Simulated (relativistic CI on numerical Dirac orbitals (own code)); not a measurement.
Ions with 23 electrons, V to Sr15+

Computed by Dirac-Coulomb-Breit CI, separate exchange-only KLI orbitals for each configuration, model QED (radiative potential, 1s self-energy scaled to tabulated hydrogen-like ionisation energies), valence Slater integrals scaled by 0.9, P86 correlation energy added to each configuration (own radial code, finite nucleus).

Configurations in the expansion (outside the closed core [Ne]): 3s2 3p6 3d5, 3s2 3p6 3d3 4s2, 3s2 3p5 3d6, 3s2 3p4 3d7, 3s 3p6 3d6, 3s2 3p6 3d4 4s, 3s2 3p6 3d4 4p. Levels of other configurations are missing.

Energies above each ion's lowest level, in cm⁻¹. Levels are followed by their leading LS label, which can pass from one level to another where the coupling changes.

```tsv
Ion	3s2 3p6 3d5 6S_5/2	3s2 3p6 3d5 4P_3/2	3s2 3p6 3d5 4P_1/2	3s2 3p6 3d5 4G_11/2	3s2 3p6 3d5 4G_5/2	3s2 3p6 3d5 4G_9/2	3s2 3p6 3d5 4G_7/2
V							
Cr+	0.0	22666.9	22681.5	22846.6	22851.9	22854.8	22855.3
Mn2+	0.0	29034.3	29056.3	28455.2	28489.6	28482.6	28491.3
Co4+	0.0	39075.0	39167.2	37720.3	37782.4	37791.1	37802.4
Ni5+	0.0	43642.9	43801.0	41931.0	41992.4	42031.6	42036.5
Cu6+	0.0	48032.6	48287.1	45986.0	46029.5	46123.8	46114.0
Zn7+	0.0	52277.0	52666.4	49929.4	49928.6	50114.0	50077.4
Ga8+	0.0	56391.4	56963.0	53789.3	53703.6	54032.4	53952.1
Ge9+	0.0	60382.4	61191.7	57584.6	57351.2	57900.7	57753.7
As10+	0.0	64252.3	65362.8	61328.4	60849.9	61735.6	61491.1
Se11+	0.0	68001.7	69484.5	65030.7	64156.4	65551.2	65168.5
Br12+	?	?	?	?	?	?	?
Kr13+	0.0	75142.4	77610.3	72339.9	69950.8	73174.7	72343.5
Rb14+	0.0	78538.6	81632.7	75958.0	72338.6	77006.9	75834.6
Sr15+	0.0	81825.4	85643.8	79558.0	74354.5	80869.6	79254.7
```

Problem. Fill in the row of Br12+.

Solution. 3s2 3p6 3d5 6S_5/2 0.0, 3s2 3p6 3d5 4P_3/2 71631.2, 3s2 3p6 3d5 4P_1/2 73564.2, 3s2 3p6 3d5 4G_11/2 68699.1, 3s2 3p6 3d5 4G_5/2 67210.0, 3s2 3p6 3d5 4G_9/2 69360.2, 3s2 3p6 3d5 4G_7/2 68786.7 (cm⁻¹).

In the calculation the lowest level changes from 3s2 3p6 3d3 4s2 4F_3/2 to 3s2 3p6 3d5 6S_5/2 at Cr+.

The members near neutrality are the least accurate: they can be off by several eV, miss lower levels of configurations outside the list, or start from a wrong lowest level.
